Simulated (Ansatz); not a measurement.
Geometry optimisation, RKS PBE/def2-SVP in Ansatz.

Input:

```yaml
crystal:
  periodic: [false, false, false]
  atoms:
    - { symbol: C, position_ang: [-0.57514, 0.93996, -0.3668] }
    - { symbol: Si, position_ang: [0.0386, -0.65404, 0.42844] }
    - { symbol: S, position_ang: [2.11599, -0.78457, 0.90655] }
    - { symbol: S, position_ang: [1.32981, -1.90488, -0.72537] }
    - { symbol: H, position_ang: [-1.4782, 0.76051, -0.9426] }
    - { symbol: H, position_ang: [-0.80605, 1.68352, 0.39026] }
    - { symbol: H, position_ang: [0.17529, 1.35764, -1.03478] }
    - { symbol: H, position_ang: [-0.80031, -1.39813, 1.3443] }
basis:
  gaussian: { orbitals: def2-SVP }
hamiltonian:
  xc: pbe
relax:
  f_tol: 0.02
  max_steps: 50
```

Launched with:

```bash
$ ansatz run input.yaml --threads 2 --pin off --max-ram 3072MiB --backend cpu --events-out ev --progress --plain --runs-dir out
```

**Question.** Where does it end, and by what steps?

**Answer.** It converged. After 4 steps the energy has fallen by 0.122 eV; H8 moved furthest, 0.11 Å.

```
step  energy less start (eV)  largest force component (eV/Å)  accepted
   0                  0.0000                           0.887       yes
   1                 -0.1091                           0.318       yes
   2                 -0.1219                           0.030       yes
   3                 -0.1222                           0.056       yes
   4                 -0.1224                           0.008       yes
```

```xyz
8
Properties=species:S:1:pos:R:3
C -0.570 0.925 -0.359
Si 0.089 -0.650 0.404
S 2.154 -0.764 0.930
S 1.327 -1.934 -0.769
H -1.494 0.719 -0.938
H -0.821 1.663 0.431
H 0.189 1.364 -1.035
H -0.873 -1.322 1.335
```

Whether the end is a true minimum wasn't checked by a vibrational analysis.

Time of the run: 5.7 s on 2 threads of Intel(R) Xeon(R) Platinum 8488C (Sapphire Rapids) (shared host), peak memory 0.14 GiB.
